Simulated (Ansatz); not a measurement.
Basis sets compared for the cluster ZnCl₃⁻ (the lowest singlet isomer of a short search). The state is a singlet with charge -1. Geometry PBE-D4/def2-SVPD. Ansatz on 4 threads of Intel Xeon on a shared host; times are rough, and most runs start from earlier orbitals.

```xyz
4

Zn    0.000    0.000    0.000
Cl   -0.419    2.178    0.326
Cl   -1.430   -1.251   -1.190
Cl    1.849   -0.927    0.864
```

The structure comes from a short search, and lower isomers may exist.

| level | functions | energy (Eh) | HOMO (eV) | LUMO (eV) | wall time |
| --- | --- | --- | --- | --- | --- |
| PBE-D4/def2-SVPD | 115 | -3158.7742 | -2.77 | 2.27 | 1.6 s |
| PBE0-D4/def2-SVPD | 115 | -3158.9182 | -4.14 | 3.05 | 2.5 s |

Q: Estimate the rows for PBE-D4/def2-TZVPD, PBE0-D4/def2-TZVPD (with forces).

A: 
```json
{"level": "PBE-D4/def2-TZVPD", "functions": "189", "energy (Eh)": "-3159.4798", "HOMO (eV)": "-2.71", "LUMO (eV)": "2.42", "wall time": "3 s"}
{"level": "PBE0-D4/def2-TZVPD (with forces)", "functions": "189", "energy (Eh)": "-3159.6119", "HOMO (eV)": "-4.08", "LUMO (eV)": "3.23", "wall time": "7.5 s"}
```
